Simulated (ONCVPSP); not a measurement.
# Pseudopotential generation for Ge (Z = 32): ONCV, PBE, scalar-relativistic.

ONCVPSP 4.0.1 input, shortened (lines: element, Z, core and valence counts, functional; n l f; lmax; l rc ep ncon nbas qcut; lloc lpopt rc5 dvloc0; l nproj debl; icmod fcfact rcfact), PBE, scalar-relativistic:

```
  Ge 32.00    6    2        4      upf
    1    0    2.00
    2    0    2.00
    2    1    6.00
    3    0    2.00
    3    1    6.00
    3    2   10.00
    4    0    2.00
    4    1    1.50
    2
    0    1.45    0.00    4    8    3.90
    1    2.35    0.00    4    8    3.80
    2    2.40    0.42    3    7    4.30
    4    2    1.45    0.00
    0    2    2.80
    1    1    1.90
    2    1    0.90
    3    3.50    1.15
```

All-electron outer shells of the reference configuration (PBE, scalar-relativistic, ld1.x):

```
shell  level (eV)  outermost node (bohr)  outermost maximum (bohr)
   3p     -119.86                   0.23                      0.54
   3d      -33.54                      –                      0.50
   4s      -15.60                   0.77                      1.73
   4p       -7.38                   0.82                      2.14
```

Question: Does the generator finish with these settings?

Answer: Yes, a potential is produced and its reference levels are reproduced.

Question: Estimate the cutoffs (Ha) at which the residual kinetic energy of the hardest occupied pseudo-wave falls to 1 and 0.1 mHa per electron.

Answer: 9.2 Ha and 31 Ha.

Question: What does a ghost test show?

Answer: No bound ghost flagged; GHOST(+) flagged for s at 148.8 eV.

Question: Which valence shell sets the plane-wave cutoff?

Answer: 4s: 9 Ha for 1 mHa per electron, against 3 Ha for 4p.

Question: Tests: 4s2 4p2; 4s2 4p1; 4s2 4p0; 4s1 4p3. Which has the largest error in its energy relative to the reference configuration, and how large is it?

Answer: 4s1 4p3, with +12 meV (all-electron minus pseudo) on +5.17 eV.
